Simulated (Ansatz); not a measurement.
System: sum formula Si$_{3}$N$_{2}$H$_{9}$, net charge 0, doublet state. It need not be the lowest isomer of its formula. 
Coordinates optimised at B3LYP-D3(BJ)/def2-TZVP (Ansatz, an electronic-structure program):
```
Si
N 1 1.7344
H 2 1.0132 1 114.20
N 1 1.7347 2 108.09 3 51.76
H 4 1.0144 1 114.74 2 30.65
Si 4 1.7323 5 116.35 1 -178.91
Si 2 1.7368 3 115.04 1 -170.41
H 7 1.4775 2 107.70 3 -172.12
H 6 1.4792 4 107.18 5 178.44
H 7 1.4835 8 110.07 2 -119.72
H 6 1.4836 9 109.50 4 121.28
H 7 1.4840 8 109.07 10 -117.62
H 6 1.4843 9 109.44 11 117.37
H 1 1.4961 2 104.68 3 173.69
```
Charge 0, spin multiplicity 2.

Basis-set convergence of Hartree-Fock and CCSD correlation energies (hartree) with Ansatz. Valence correlation only, unless marked. UHF or UKS for open shells. No spin-orbit coupling. Non-relativistic.

```json
[
 {"basis": "cc-pV(D+d)Z", "functions": "142", "E(HF)": "-981.01226", "E(corr, CCSD)": "-0.69541"},
 {"basis": "cc-pV(T+d)Z", "functions": "303", "E(HF)": "-981.09991", "E(corr, CCSD)": "-0.84045"},
 {"basis": "cc-pV(Q+d)Z", "functions": "572", "E(HF)": "-981.12009", "E(corr, CCSD)": "-0.88740"}
]
```

Extrapolating the two largest sets (X = 3 and 4) as X^-3: E(corr) = (64·(-0.88740) - 27·(-0.84045))/37 = -0.9217 Eh, an estimate of the basis-set limit. The largest set recovers 96.3 % of it, the smallest 75.5 %.
